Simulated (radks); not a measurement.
Species: In V. Configuration: [Kr] 4d9. Method: scalar-relativistic Kohn-Sham, exchange-only LDA, spin-polarised, spherical densities, point nucleus; open shells are filled with parallel spins first (spin-orbit coupling, left out, can overturn this in heavy ions); computed with a radial shooting solver on a logarithmic mesh with Libxc functionals.

Unscreened Slater integrals over Kohn-Sham orbitals (eV). They are taken over the spin-up orbitals. Empty in this configuration: 5s.

integral     value
F0(4d,4d)   22.107
F2(4d,4d)   11.135
F4(4d,4d)   7.3395
F0(4d,4p)   24.126
F2(4d,4p)   12.109
G1(4d,4p)   15.358
G3(4d,4p)   9.4457
F0(4d,4s)   24.854
G2(4d,4s)   11.509
F0(4d,5s)   14.168
G2(4d,5s)   2.1830
F0(4p,4p)   26.811
F2(4p,4p)   14.050
F0(4p,4s)   27.822
G1(4p,4s)   18.892
F0(4p,5s)   14.591
G1(4p,5s)   1.1335
F0(4s,4s)   28.974
F0(4s,5s)   14.732
G0(4s,5s)  0.76861
F0(5s,5s)   11.798

Derived for the open shells (J is the average intra-shell exchange parameter used in DFT+U). 4d: Racah B = F2/49 - 5 F4/441 = 0.1440 eV, C = 35 F4/441 = 0.5825 eV, C/B = 4.04, F4/F2 = 0.659, J = (F2 + F4)/14 = 1.320 eV.
